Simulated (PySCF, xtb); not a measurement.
B(Br)2(Me) (CH3BBr2), SMILES CB(Br)Br.

xtb with GFN2-xTB at its own geometry gives an orbital gap of 3.97 eV and a dipole moment of 3.69 D.

Geometry optimised at B3LYP-D3(BJ)/def2-SVP.

What does PBE/def2-TZVP run with PySCF give? (The exact figures need the calculation; the answer reports its results.)

gap 4.46 eV (levels -6.94 and -2.48 eV), dipole 1.34 D.
